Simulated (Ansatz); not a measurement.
(HBe-mu-NH2)2 (Be2N2H6). The state is a singlet with charge 0. Geometry PBE0-D4/def2-TZVP, basis def2-TZVP, Ansatz.

```csv
run,HOMO (eV),LUMO (eV)
A,-6.19,-0.68
B,-7.21,-0.30
C,-5.91,-1.15
D,-10.46,1.55
E,-7.03,-0.54
F,-8.66,0.40
```

B3LYP takes the VWN-RPA correlation.

**Question.** The runs used B3LYP, CAM-B3LYP, HF, PBE, PBE0, r2SCAN. Estimate which is which.

**Answer.** A r2SCAN (0 % exact exchange); B PBE0 (25 % exact exchange); C PBE (0 % exact exchange); D HF (100 % exact exchange); E B3LYP (20 % exact exchange); F CAM-B3LYP (range-separated). Exact exchange lowers occupied and raises empty levels; among semilocal functionals meta-GGAs tend to open the gap a little, and such runs are hard to tell apart. The gap grows from 4.76 eV (PBE) to 12.02 eV (HF).
